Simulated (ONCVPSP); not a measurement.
## Building the ONCV potential for hydrogen (H) (PBE, non-relativistic).

```json
{"Element": "hydrogen (H)", "Generator": "ONCVPSP 4.0.1", "Type": "optimised norm-conserving Vanderbilt (ONCV)", "Functional": "PBE", "Relativity": "non-relativistic", "Frozen core": "none", "Valence charge": "1", "Reference configuration": "1s1", "Partial waves": "1s: rc 1.50 bohr, ncon 3, nbas 6, qcut 9.1 1/bohr, 2 projectors, debl 1.7 Ha; p scattering state at 0.33 Ha: rc 1.20 bohr, ncon 4, nbas 8, qcut 6.7 1/bohr, local", "Local potential": "the p channel", "Core correction": "none"}
```

All-electron outer shells of the reference configuration (PBE, non-relativistic, ld1.x):

```tsv
shell	level (eV)	outermost node (bohr)	outermost maximum (bohr)
1s	-6.49	–	1.03
```

Results:

- Cutoffs needed: 15 Ha and 21 Ha (the cutoffs (Ha) at which the residual kinetic energy of the hardest occupied pseudo-wave falls to 1 and 0.1 mHa per electron)
- Ghost test: no bound ghost flagged; no localised positive-energy state flagged

Generation and tests took about 0.92 s on one core of a shared server CPU.
